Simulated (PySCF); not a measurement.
CH₄S₂Se, SMILES S([Se]S)C. Geometry optimised at PBE-D3(BJ)/def2-SVP. The structure was generated by enumeration, and PubChem lists no compound with its InChIKey, so it may never have been made. One conformer was computed; it need not be the lowest.

Computed equilibrium geometry at PBE-D3(BJ)/def2-SVP (PySCF confirms it by a frequency run) as Cartesian coordinates in Å (one conformer of several):
```xyz
8

Se     0.0351     0.1172     0.8481
S      0.3960     2.0095    -0.3083
H      1.7601     2.0077    -0.2206
S      0.2446    -1.5318    -0.6113
C     -1.3633    -1.5110    -1.4809
H     -2.2031    -1.6755    -0.7795
H     -1.3266    -2.3397    -2.2169
H     -1.4918    -0.5526    -2.0200
```
